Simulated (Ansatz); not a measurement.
Consider the formal exchange of groups at the Si–C bond: `[SiH3]C1B[SiH2][SiH2]1` + `B1OCO1` → `[SiH3]B1OCO1` + `B1C[SiH2][SiH2]1`.

Computed with Ansatz on PBE0-D4/def2-TZVP structures; ΔE is electronic, products minus reactants. CCSD(T)/CBS is the MP2 limit (def2-TZVPP, def2-QZVPP) plus CCSD(T) − MP2 in def2-TZVPP, frozen cores. Functionals use def2-TZVPP. B3LYP here is the variant with VWN-RPA as its local correlation; programs differ in this.

```tsv
level	ΔE (kJ/mol)	difference from CCSD(T)/CBS
PBE-D4	22.5	-13.1
r2SCAN-D4	28.0	-7.6
PBE0-D4	27.9	-7.7
B3LYP-D4	30.5	-5.1
ωB97X-V	30.3	-5.3
ωB97M-V	35.8	0.2
B2PLYP	28.3	-7.3
PBE	16.0	-19.6
r2SCAN	26.4	-9.2
PBE0	22.2	-13.4
B3LYP	20.0	-15.6
HF/def2-TZVPP	32.0	-3.6
MP2/def2-TZVPP	41.3	5.7
SCS-MP2/def2-TZVPP	38.3	2.7
CCSD/def2-TZVPP	32.0	-3.6
CCSD(T)/def2-TZVPP	32.5	-3.1
HF/def2-QZVPP	33.0	-2.6
MP2/def2-QZVPP	43.5	7.9
SCS-MP2/def2-QZVPP	40.2	4.6
HF/CBS(def2)	33.2	-2.4
MP2/CBS(def2)	44.4	8.8
CCSD/CBS(def2)	35.0	-0.6
CCSD(T)/CBS	35.6	0
```

Largest T1 diagnostic among the species: 0.015.

The D4 term adds +10.5 kJ/mol with B3LYP and +5.7 kJ/mol with PBE0; it sums over pairs of atoms, weighted by their polarisabilities, and B3LYP, whose exchange is more repulsive, gets the larger term. From PBE to PBE0 (25 % exact exchange), in def2-TZVPP and without D4, ΔE moves by +6.2 kJ/mol.
